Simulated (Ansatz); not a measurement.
`C[S][GeH2][CH3]` + `[OH][GeH]([OH])[OH]` → `C[O][GeH]([OH])[OH]` + `C[S][GeH3]`  (substitution at a C–Ge bond)

Isolated molecules relaxed with PBE0-D4/def2-TZVP in Ansatz; ΔE leaves out vibrations. CCSD(T)/CBS is the MP2 limit (def2-TZVPP, def2-QZVPP) plus CCSD(T) − MP2 in def2-TZVPP, frozen cores. Functionals use def2-TZVPP. For Ge outer-core shells are correlated without core-valence functions, which leaves a few kJ/mol of doubt a bond. Scalar relativity is left out up to krypton. Each species was taken in one conformer, which may not be the lowest.

CCSD(T)/CBS gives +0.97 eV.

Task: Another level gave +0.93 eV. Which?
A. r2SCANh/def2-TZVPP
B. HF/def2-TZVPP
C. CAM-B3LYP/def2-TZVPP
D. MP2/def2-TZVPP

Result: A. r2SCANh 0.93, CAM-B3LYP 0.85, MP2/def2-TZVPP 1.04, HF/def2-TZVPP 0.79 eV.

Task: What do rigid-rotor, harmonic-oscillator terms from PBE0-D4/def2-TZVP frequencies (298.15 K, 1 bar) make of the CCSD(T)/CBS value? (Best estimate.)

Result: Ansatz gave: ΔZPE = -0.02 eV, ΔH = +0.95 eV, ΔS = -2 J/(mol·K), ΔG = +0.95 eV.

Largest T1 diagnostic among the species: 0.012.

Leaving LDA and LC-ωPBE aside and taking each functional with its dispersion term where it has one, the values, not all of them listed here, spread over 0.12 eV, from BLYP-D4 to PBE-QIDH. At CCSD(T), def2-SVP lies −0.26 eV from the extrapolated value and def2-TZVPP −0.02 eV. In def2-TZVPP, CCSD(T) changes the Hartree–Fock value by +0.15 eV (the triples alone add +0.01 eV) and MP2 by +0.25 eV.
